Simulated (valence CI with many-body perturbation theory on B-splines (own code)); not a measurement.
Ho³⁶⁺: magnetic and hyperfine properties of the levels

Calculated by relativistic CI+MBPT: three valence electrons over a frozen Dirac-Fock core [Ar] 3d10, a basis of 11 s, 11 p, 10 d, 8 f, 5 g, 2 h functions for each j, with the one-electron correlation potential Σ1, the two-electron term Σ2, the three-electron term Σ3, Breit, model QED; selected CI, second order for the rest, scaled by the run's own slope (own B-spline code, finite nucleus).

No measured spectrum was set against this ion. As an estimate, large intervals hold to a few tenths of a per cent, small ones and those within an open d or f shell to about a per cent.

A/g_I is the dipole constant over the nuclear g factor μ/I (μ in nuclear magnetons, uniformly magnetised nucleus), B/Q the quadrupole constant per barn. Both hold the static response of the core; the bare values leave it out. Large factors of s and p1/2 electrons are usually good to 5 to 10 %; those of open d and f shells near neutrality can be off by tens of per cent, and small factors of p3/2, d and f electrons come from cancelling terms and can be off by a factor of two or in sign, in half-filled shells by more. B is blank for J = 1/2, where it vanishes, and for nearly pure S terms. Energies count from the lowest level.

Levels are named by their leading jj configuration (3d3/2^4 stands for four electrons in 3d with j = 3/2), which in mixed levels can hold well under half, so a name can repeat and another be missing. Letters in brackets count levels of one name in rising energy.

```tsv
Level	E (cm⁻¹)	g	A/g_I (MHz)	A/g_I bare	B/Q (MHz/b)	B/Q bare
(4s^2 4p1/2) J=1/2	0	0.661	301000	291000		
(4s^2 4p3/2) J=3/2	464110	1.330	39900	38200	77500	74700
(4s 4p1/2^2) J=1/2	640060	2.268	908000	875000		
(4s 4p1/2 4p3/2) J=3/2 [a]	1018600	1.670	230000	222000	62800	60500
(4s 4p1/2 4p3/2) J=5/2	1075000	1.376	271000	261000	44000	42400
(4s 4p1/2 4p3/2) J=3/2 [b]	1157300	0.956	573	606	58500	56400
(4s 4p1/2 4p3/2) J=1/2	1180300	1.202	-282000	-272000		
(4s 4p3/2^2) J=5/2	1499800	1.403	198000	191000	20900	20100
(4s^2 4d3/2) J=3/2	1549900	0.884	-1760	-1210	-2180	-1870
(4s 4p3/2^2) J=1/2	1644800	1.855	948000	914000		
(4s^2 4d5/2) J=5/2	1678500	1.212	39600	38600	28900	28100
(4s 4p3/2^2) J=3/2	1679500	1.142	-120000	-115000	-12800	-12400
(4p1/2^2 4p3/2) J=3/2	1806800	1.331	34500	33700	71500	68900
(4s 4p1/2 4d3/2) J=3/2 [a]	2062600	0.503	-86300	-82900	16900	16400
(4s 4p1/2 4d3/2) J=5/2	2102000	1.060	233000	225000	-3530	-3160
(4s 4p1/2 4d3/2) J=3/2 [b]	2188600	1.359	143000	138000	2070	2050
(4s 4p1/2 4d3/2) J=1/2	2197900	0.374	-373000	-359000		
(4s 4p1/2 4d5/2) J=5/2 [a]	2199200	1.214	40100	39200	-1370	-1150
(4s 4p1/2 4d5/2) J=3/2 [a]	2212000	1.351	-14900	-13500	1510	1470
(4s 4p1/2 4d5/2) J=5/2 [b]	2243000	1.359	136000	131000	12200	11800
(4s 4p1/2 4d5/2) J=7/2	2243500	1.254	178000	172000	-1510	-1200
(4p1/2 4p3/2^2) J=1/2	2312100	0.661	292000	281000		
(4s 4p1/2 4d5/2) J=5/2 [c]	2339300	0.988	26600	26000	41500	40200
(4s 4p1/2 4d5/2) J=3/2 [b]	2369700	1.088	-93800	-89800	22700	22100
(4s 4p3/2 4d3/2) J=5/2 [a]	2585000	1.263	144000	139000	20100	19300
(4s 4p3/2 4d3/2) J=3/2 [a]	2585300	1.349	167000	161000	-8110	-7950
(4s 4p3/2 4d3/2) J=1/2 [a]	2586600	2.340	498000	480000		
(4s 4p3/2 4d3/2) J=7/2	2598900	1.295	143000	138000	56900	55000
(4s 4p3/2 4d5/2) J=9/2	2609600	1.330	124000	120000	94300	91100
(4s 4p3/2 4d5/2) J=3/2 [a]	2659200	1.279	-42700	-40400	-48600	-46800
(4s 4p3/2 4d3/2) J=3/2 [b]	2677300	1.001	-8490	-7900	-47600	-45800
(4s 4p3/2 4d3/2) J=5/2 [b]	2683500	0.901	-27100	-25800	37500	36100
(4s 4p3/2 4d5/2) J=5/2 [a]	2691200	1.345	188000	182000	-39700	-38200
(4s 4p3/2 4d5/2) J=7/2 [a]	2730500	1.223	78400	76100	11400	10900
(4s 4p3/2 4d3/2) J=1/2 [b]	2746100	0.594	74100	72100		
(4s 4p3/2 4d5/2) J=7/2 [b]	2747200	1.152	-12800	-12000	91500	88500
(4s 4p3/2 4d5/2) J=1/2	2824800	0.679	-236000	-226000		
(4p1/2^2 4d3/2) J=3/2	2826200	0.758	20000	19400	13000	12800
(4s 4p3/2 4d5/2) J=5/2 [b]	2835500	1.066	-38200	-36300	-12800	-12300
(4s 4p3/2 4d5/2) J=3/2 [b]	2850500	1.305	219000	212000	23600	22800
```
